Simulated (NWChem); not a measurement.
All runs are NWChem calculations. System: H₃BCl₂Si, charge 0, spin multiplicity 1, at a geometry optimised with PBE/def2-SVP. The structure started from a generated list of species. Level: MP2/def2-TZVP, 16 core orbitals frozen.

NWChem printed:

```
             Northwest Computational Chemistry Package (NWChem) 7.3.0
             --------------------------------------------------------

                                NWChem Input Module
                                -------------------

 Scaling coordinates for geometry "geometry" by  1.889725989
 (inverse scale =  0.529177249)

                             Geometry "geometry" -> ""
                             -------------------------

 Output coordinates in angstroms (scale by  1.889725989 to convert to a.u.)

  No.       Tag          Charge          X              Y              Z
 ---- ---------------- ---------- -------------- -------------- --------------
    1 B                    5.0000     0.05141200    -0.05130400     0.06719000
    2 Cl                  17.0000     1.70806700    -0.28497200    -0.48485700
    3 Cl                  17.0000    -0.45114800    -0.83384800     1.56021300
    4 Si                  14.0000    -1.21709900     1.08291600    -1.04046400
    5 H                    1.0000    -2.54475400     1.28851700    -0.36379800
    6 H                    1.0000    -1.44861600     0.40195400    -2.36607300
    7 H                    1.0000    -0.59193900     2.42515600    -1.32063900

 Effective nuclear repulsion energy (a.u.)     227.9864289461

            Nuclear Dipole moment (a.u.)
            ----------------------------
        X                 Y               Z
 ---------------- ---------------- ----------------
    -0.0000226767    -0.0000170075    -0.0000075589


 Summary of "ao basis" -> "" (spherical)
 ------------------------------------------------------------------------------
       Tag                 Description            Shells   Functions and Types
 ---------------- ------------------------------  ------  ---------------------
 *                         def2-tzvp                  on all atoms

 Summary of "ao basis" -> "ao basis" (spherical)
 ------------------------------------------------------------------------------
       Tag                 Description            Shells   Functions and Types
 ---------------- ------------------------------  ------  ---------------------
 B                         def2-tzvp                11       31   5s3p2d1f
 Cl                        def2-tzvp                13       37   5s5p2d1f
 Si                        def2-tzvp                13       37   5s5p2d1f
 H                         def2-tzvp                 4        6   3s1p
[...]
    2 Cl  17    17.14   2.01  0.45  1.52  1.08  0.85  4.18  1.69  1.08  2.85  1.38  0.01  0.03  0.00
    3 Cl  17    17.13   2.01  0.45  1.52  1.08  0.85  4.18  1.69  1.08  2.85  1.38  0.01  0.03  0.00
    4 Si  14    13.82   2.00  0.58  1.39  0.80  0.47  4.12  1.73  0.53  1.49  0.41  0.12  0.16  0.02
    5 H    1     1.04   0.23  0.56  0.24  0.01
    6 H    1     1.04   0.23  0.56  0.24  0.01
    7 H    1     1.04   0.23  0.56  0.24  0.01

       Multipole analysis of the density wrt the origin
       ------------------------------------------------

     L   x y z        total         open         nuclear
     -   - - -        -----         ----         -------
     0   0 0 0     -0.000000      0.000000     56.000000

     1   1 0 0     -0.184277      0.000000     -0.000023
     1   0 1 0      0.148697      0.000000     -0.000017
     1   0 0 1     -0.105182      0.000000     -0.000008

     2   2 0 0    -35.607274      0.000000    295.448272
     2   1 1 0      0.379350      0.000000    -91.568350
     2   1 0 1      0.223305      0.000000    -11.297968
     2   0 2 0    -34.648426      0.000000    133.325615
     2   0 1 1      0.754760      0.000000   -143.492014
     2   0 0 2    -35.392913      0.000000    242.947328

                   NWChem MP2 Semi-direct Energy/Gradient Module
                   ---------------------------------------------

  Basis functions       =    160
  Molecular orbitals    =    160
  Frozen core           =     16
  Frozen virtuals       =      0
  Active alpha occupied =     12
  Active beta occupied  =     12
  Active alpha virtual  =    132
  Active beta virtual   =    132
  Use MO symmetry       = F
  Use skeleton AO sym   = F

  AO/Fock/Back tols     =   1.0D-09  1.0D-09  1.0D-09

 GA uses MA = F    GA memory limited = T

 Available:
  local mem=  1.15D+08
 global mem=  1.31D+08
 local disk=  0.00D+00
  mp2_memr nvloc                   132
  nvloc new                   132
   1 passes of  12:        5242880                     131392                  65069533.
   1 passes of  12: M    114679428           G      131020800           F     109436548.

 Semi-direct pass number   1 of   1  for RHF alpha+beta  at       48.2s
  vrange nnbf                 12074
  mp2_eaftype                   248  avail_ma_in_mb                   999
 EAF : mp2_eaftype filesize         248   32534767.
  mp2_eaf for mointskh                    248
Node 0 wrote    153.0 Mb in      0.1 s     Agg I/O rate:  1885.1 Mb/s
 Done moints_semi at       67.8s
  mp2_eaftype                   248  avail_ma_in_mb                   751
 EAF : mp2_eaftype filesize         248   32534767.
  mp2_eaf for kh                   248
 Done maket at       68.8s
 Done multipass loop at       68.8s

          -------------------------------------------
          SCF energy               -1234.473012722420
          Correlation energy          -0.583699297338
          Singlet pairs               -0.381300810579
          Triplet pairs               -0.202398486759
          Total MP2 energy         -1235.056712019758
          -------------------------------------------

          ---------------------------------------------------
                    Spin Component Scaled (SCS) MP2
          Same spin pairs                     -0.134932324506
          Same spin scaling factor             0.333333333333
          Opposite spin pairs                 -0.448766972832
          Opposite spin scaling fact.          1.200000000000
          SCS-MP2 correlation energy          -0.583497808901
          Total SCS-MP2 energy             -1235.056510531321
          ---------------------------------------------------

 -----------------------
 Performance information
 -----------------------

 Timer overhead =  2.32D-07 seconds/call

               Nr. of calls         CPU time (s)                 Wall time (s)                GFlops
             ---------------    -------------------     ------------------------------   -------------------
Name         Min   Avg   Max    Min     Avg     Max     Min     Avg     Max   Mx/calls   Min     Max     Sum
mp2: moin     1     1     1    20.     20.     20.      20.     20.     20.     20.      0.0     0.0     0.0
mp2: make     1     1     1   0.96    0.96    0.96     0.96    0.96    0.96    0.96      0.0     0.0     0.0
mp2: tota     1     1     1    21.     21.     21.      21.     21.     21.     21.      0.0     0.0     0.0

 The average no. of pstat calls per process was 3.00D+00
 with a timing overhead of 6.97D-07s

 Task  times  cpu:       68.8s     wall:       68.8s

 Total times  cpu:       68.8s     wall:       68.8s
```

### Question
Write an NWChem input that would produce this output.

### Answer
This is not unique; one that fits is 
```
start mol
memory heap 200 mb stack 800 mb global 1000 mb
geometry units angstroms nocenter noautoz noautosym
  B      0.051412    -0.051304     0.067190
  Cl     1.708067    -0.284972    -0.484857
  Cl    -0.451148    -0.833848     1.560213
  Si    -1.217099     1.082916    -1.040464
  H     -2.544754     1.288517    -0.363798
  H     -1.448616     0.401954    -2.366073
  H     -0.591939     2.425156    -1.320639
end
basis spherical
  * library def2-tzvp
end
scf
  rhf
  nopen 0
  maxiter 100
  thresh 1e-7
  semidirect memsize 60000000 filesize 0
end
mp2
  freeze core 16
end
task mp2 energy
```
